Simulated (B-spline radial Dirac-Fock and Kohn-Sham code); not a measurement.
In the model described below, an M4 (3d3/2) vacancy in atomic arsenic, configuration [Ar] 3d10 4s2 4p3, lives for 11 fs, which corresponds to a natural width of 0.0623 eV. Out of 1000 such holes, about 0.015 decay by emitting a photon and the rest by ordinary Auger emission. The strongest X-ray line is Mζ2 (M4-N2) at 40.72 eV, with 84 % of the radiative rate. The strongest electron group is M4-N1N1 near 1 eV, with 39 % of the non-radiative rate. The recommended width for the element is 0.0580 eV (Campbell and Papp 2001).

The run's input, task.json:

```json
{"items": [{
  "Z": 33,
  "q": 0,
  "cfg": [[1, 0, 2], [2, 0, 2], [2, 1, 6], [3, 0, 2], [3, 1, 6], [3, 2, 10], [4, 0, 2], [4, 1, 3]],
  "A": 75,
  "rrms": 4.0968,
  "do": ["binding", "quiet", "decay"],
  "holes": ["K", "L1", "L2", "L3", "M1", "M2", "M3", "M4", "M5", "N1"]
}]}
```

Run with: `python xray_run.py task.json out`

Calculated with a radial B-spline solver, using a relativistic independent-particle model: LDA orbitals of the hole state, radiative multipoles to third order, Auger rates from the Coulomb interaction with a continuum orbital, Dirac-Fock energies.
